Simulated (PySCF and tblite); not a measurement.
Results of a calculation; reference values are marked as such.
System: C5H12Ge, numbered as in [CH3:1][C@H:2]1[CH2:3][CH2:4][GeH2:5][CH2:6]1.

For the inversion of the 5-membered ring (2–3–4–5–6): electronic barrier 5.37 kcal/mol, zero-point change -0.03 kcal/mol, thermal and entropy terms at 250 K a further 0.31 kcal/mol (symmetry numbers apart). The minimum is C1, the saddle C1. The path came from a restrained scan, a climbing-image band and a saddle search at GFN2-xTB; energies are CAM-B3LYP/pcSseg-1 + D3(BJ), IEF-PCM chloroform//GFN2-xTB, thermal terms GFN2-xTB. Rates follow Eyring's equation with the number of equivalent paths and no tunnelling. Programs: tblite and PySCF.

Question: How many equivalent paths lead out of the minimum?

Answer: 1: the symmetry number of the minimum is 1, that of the saddle displaced along its mode 1.

Question: Work out the rate at 250 K.

Answer: ΔG‡ = 5.65 kcal/mol; k_B T/h = 5.2×10¹² s⁻¹; exp(−ΔG‡/RT) = 1.2×10⁻⁵; times 1 gives k = 6×10⁷ s⁻¹. Wigner's tunnelling factor for the 81i cm⁻¹ mode would be 1.01.

Spin–orbit effects of heavy atoms on shieldings are missing.
